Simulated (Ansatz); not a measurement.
`COc1ccc(-c2ccc(C#Cc3ccc(C#Cc4ccc(C#Cc5ccc(C#Cc6ccc(C#Cc7ccc(C#Cc8ccc(C(F)=C(F)F)cc8)cc7)cc6)cc5)cc4)cc3)cc2)cc1`. The state is a singlet with charge 0. Geometry r2SCAN-D4/def2-SVP.

```xyz
102

C    20.695   -2.122   14.868
O    20.718   -1.254   13.755
C    19.567   -1.057   13.072
C    19.640   -0.178   11.975
C    18.512    0.083   11.210
C    17.266   -0.512   11.508
C    16.069   -0.237   10.690
C    16.173    0.004    9.304
C    15.048    0.250    8.525
C    13.758    0.267    9.105
C    12.607    0.501    8.311
C    11.611    0.687    7.621
C    10.461    0.878    6.816
C    10.565    0.928    5.405
C     9.437    1.088    4.615
C     8.153    1.211    5.200
C     6.999    1.347    4.391
C     5.997    1.441    3.689
C     4.840    1.519    2.877
C     3.577    1.827    3.439
C     2.440    1.874    2.646
C     2.514    1.609    1.257
C     1.347    1.620    0.454
C     0.334    1.602   -0.237
C    -0.838    1.550   -1.030
C    -2.078    2.012   -0.524
C    -3.231    1.931   -1.290
C    -3.197    1.379   -2.594
C    -4.380    1.261   -3.363
C    -5.408    1.134   -4.020
C    -6.598    0.960   -4.767
C    -7.829    1.486   -4.306
C    -8.999    1.290   -5.025
C    -8.989    0.558   -6.237
C   -10.187    0.333   -6.958
C   -11.226    0.119   -7.575
C   -12.426   -0.145   -8.278
C   -13.659    0.394   -7.837
C   -14.837    0.120   -8.517
C   -14.834   -0.707   -9.666
C   -16.038   -0.999  -10.352
C   -17.081   -1.261  -10.941
C   -18.286   -1.569  -11.619
C   -18.291   -2.452  -12.726
C   -19.469   -2.763  -13.390
C   -20.698   -2.203  -12.976
C   -21.970   -2.485  -13.624
F   -23.048   -1.866  -13.103
C   -22.233   -3.283  -14.679
F   -23.436   -3.454  -15.172
F   -21.328   -3.979  -15.335
C   -20.697   -1.321  -11.874
C   -19.518   -1.011  -11.209
C   -13.600   -1.241  -10.111
C   -12.423   -0.965   -9.432
C    -7.756    0.042   -6.705
C    -6.586    0.240   -5.987
C    -1.955    0.927   -3.104
C    -0.801    1.013   -2.340
C     3.778    1.312    0.693
C     4.916    1.271    1.485
C     8.051    1.176    6.611
C     9.179    1.011    7.402
C    13.649    0.034   10.496
C    14.780   -0.212   11.264
C    17.212   -1.384   12.611
C    18.339   -1.662   13.388
H    19.999   -1.764   15.649
H    20.410   -3.150   14.577
H    21.715   -2.134   15.273
H    20.601    0.294   11.752
H    18.587    0.790   10.378
H    17.155   -0.035    8.823
H    15.150    0.420    7.449
H    11.551    0.831    4.944
H     9.527    1.118    3.526
H     3.508    2.024    4.512
H     1.469    2.107    3.091
H    -2.116    2.432    0.484
H    -4.184    2.286   -0.889
H    -7.848    2.047   -3.368
H    -9.945    1.696   -4.658
H   -13.672    1.030   -6.948
H   -15.784    0.538   -8.166
H   -17.348   -2.893  -13.056
H   -19.431   -3.448  -14.238
H   -21.638   -0.880  -11.542
H   -19.534   -0.327  -10.356
H   -13.587   -1.878  -10.998
H   -11.476   -1.385   -9.782
H    -7.738   -0.522   -7.641
H    -5.641   -0.167   -6.353
H    -1.918    0.503   -4.111
H     0.151    0.656   -2.740
H     3.846    1.110   -0.379
H     5.887    1.037    1.040
H     7.065    1.272    7.073
H     9.088    0.977    8.490
H    12.660    0.057   10.963
H    14.669   -0.363   12.342
H    16.272   -1.888   12.854
H    18.251   -2.358   14.224
```

Single mean-field runs in def2-SVP, def2-TZVP are fitted with def2-universal-jkfit.

(1) Estimate the orbital energies around the gap (eV) in Ansatz with PBE-D4/def2-SVP, PBE-D4/def2-TZVP, r2SCAN-D4/def2-TZVP, PBE0-D4/def2-SVP, PBE0-D4/def2-TZVP.

## Answers

(1) 
| orbital | PBE-D4/def2-SVP | PBE-D4/def2-TZVP | r2SCAN-D4/def2-TZVP | PBE0-D4/def2-SVP | PBE0-D4/def2-TZVP |
| --- | --- | --- | --- | --- | --- |
| HOMO−5 | -6.11 | -6.18 | -6.38 | -7.19 | -7.21 |
| HOMO−4 | -5.80 | -5.88 | -6.05 | -6.83 | -6.84 |
| HOMO−3 | -5.52 | -5.59 | -5.75 | -6.49 | -6.50 |
| HOMO−2 | -5.26 | -5.33 | -5.46 | -6.16 | -6.17 |
| HOMO−1 | -5.01 | -5.08 | -5.20 | -5.86 | -5.86 |
| HOMO | -4.84 | -4.89 | -5.00 | -5.64 | -5.64 |
| LUMO | -3.09 | -3.17 | -3.12 | -2.57 | -2.60 |
| LUMO+1 | -2.81 | -2.88 | -2.83 | -2.25 | -2.28 |
| LUMO+2 | -2.46 | -2.54 | -2.46 | -1.84 | -1.88 |
| LUMO+3 | -2.07 | -2.16 | -2.05 | -1.40 | -1.43 |
| LUMO+4 | -1.68 | -1.77 | -1.64 | -0.94 | -0.99 |
| LUMO+5 | -1.42 | -1.57 | -1.42 | -0.57 | -0.69 |
